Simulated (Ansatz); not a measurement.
Task: Name a neutral molecule of C, F, N, O, Si and H with HOMO–LUMO gap (PBE/def2-TZVPP) between 5.50 and 5.80 eV and HOMO energy (ωB97M-V/def2-TZVPP) between -9.95 and -9.65 eV (Ansatz, PBE0-D4/def2-TZVP geometry).

Result: `FC1OCN1[SiH3]` (5.55 eV, -9.86 eV); `N[Si]1(F)CO1` (5.50 eV, -9.72 eV); `N[Si]1(F)COC1` (5.62 eV, -9.74 eV); `NC(O)(O)[SiH2]F` (5.60 eV, -9.86 eV). Other molecules can fit too; these were computed, each in one conformer that needn't be the lowest.
